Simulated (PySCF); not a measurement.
C₅H₁₂NSi (doublet state).
Atom-mapped SMILES: `[CH3:1][CH2:2][CH2:3][CH2:4]/[CH:5]=[N:6]/[SiH2:7]` (hydrogens: H8, H9, H10 on C1; H11, H12 on C2; H13, H14 on C3; H15, H16 on C4; H17 on C5; H18, H19 on Si7)

Cartesian coordinates in Å at the GFN2-xTB level; atoms count from 1:
```xyz
19
C5H12NSi angstrom
C     -2.670    1.000    0.355
C     -1.249    0.514    0.610
C     -1.056   -0.932    0.160
C      0.376   -1.423    0.413
C      1.377   -0.672   -0.398
N      2.351   -0.045    0.188
Si     3.666    0.891   -0.103
H     -2.795    2.023    0.703
H     -2.900    0.969   -0.708
H     -3.388    0.371    0.877
H     -1.023    0.590    1.676
H     -0.539    1.151    0.078
H     -1.282   -1.014   -0.906
H     -1.755   -1.575    0.700
H      0.424   -2.487    0.156
H      0.627   -1.313    1.468
H      1.238   -0.679   -1.478
H      4.254    1.409   -1.331
H      4.336    1.233    1.132
```

The hyperfine couplings belong to this conformer and change with its torsions.

Theory: UKS B3LYP, pcH-1 on C H N Si, non-relativistic, mean-field spin-orbit, GIAO (PySCF 2.14.0). Isolated species at its GFN2-xTB geometry (one conformer only). Couplings are sensitive to structure, and on GFN2-xTB geometries they can be far from those on DFT ones, by a factor of two or more for some ions and for spin on atoms past the first row. Stability of the SCF solution: not tested.

**Question.** Give the principal g shifts and their parts.

**Answer.** 
```tsv
Δg (ppm)	1	2	3
relativistic mass correction	-122	-122	-122
gauge correction	2	25	34
orbital Zeeman/spin–orbit	-46	-30	2277
total	-166	-127	2189
```

So g = 2.00215, 2.00219, 2.00451 and g_iso = 2.00295; the tensor is close to axial: the two nearest values differ by 2 % of g3 − g1. Axes: g3 points within 13° of the N6–Si7 bond.

**Question.** What are the electron Larmor frequencies g μB B/h along the three axes at 3350 mT?

**Answer.** 93.8758, 93.8776, 93.9862 GHz for g1, g2 and g3, a range of 110.4 MHz.

**Question.** At 94.186 GHz, how far is the centre of the isotropic spectrum from where a free electron (g = 2.002319) resonates?

**Answer.** B = hν/(g μB) with μB/h = 13.99624 MHz/mT gives 3360.79 mT for the free electron and 3359.73 mT at g_iso, 1.06 mT lower.

**Question.** In a frozen sample, at which fields do the three g values resonate at 9.5, 34, 94 and 263 GHz (hyperfine left aside), and which band first spreads them over more than twice a line width of 0.3 mT?

**Answer.** 
```csv
band,GHz,B(g3) mT,B(g2) mT,B(g1) mT,spread mT
X,9.5,338.61,339.01,339.01,0.40
Q,34.0,1211.88,1213.28,1213.31,1.43
W,94.0,3350.49,3354.37,3354.43,3.94
J,263.0,9374.25,9385.09,9385.27,11.03
```

The spread grows in proportion to the frequency. Q band is the first where it exceeds 0.6 mT.

The largest Mulliken spin populations are on Si7 (+0.85), C5 (+0.41) and N6 (-0.16). The positive populations add up to 1.30 and the negative ones to -0.30, together 2S = 1. The angles at Si7 add up to 360.0°, so it is planar; its axial dipolar tensor and the negative couplings of its protons fit spin in a p orbital normal to that plane.

The HOMO–LUMO gaps are 4.22 eV among the α and 4.45 eV among the β orbitals.
